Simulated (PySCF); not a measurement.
CCl2, neutral, multiplicity 1. Atoms are numbered in the order given.

```xyz
3

Cl     0.0000    -1.3947     0.1479
C      0.0000     0.0000    -0.8381
Cl     0.0000     1.3947     0.1479
```
Charge 0, spin multiplicity 1.

The structure is a stationary point at PBE0-D3(BJ)/def2-TZVP. The isomer is the one that the SMILES or the coordinates give; other isomers of the formula were not compared.

Level of theory: PBE0-D3(BJ)/def2-TZVP (PySCF).

Frequencies are harmonic and unscaled.

Computed vibrational spectrum:
```tsv
mode	ν (cm⁻¹)	IR (km/mol)	Raman (Å⁴/amu)	depolarisation	moving atoms (share of kinetic energy)
1	340	0.4	7.1	0.41	Cl 90 %, C 10 %
2	740	30.0	12.7	0.11	C 76 %, Cl 24 %
3	791	359.8	8.8	0.75	C 80 %, Cl 20 %
```
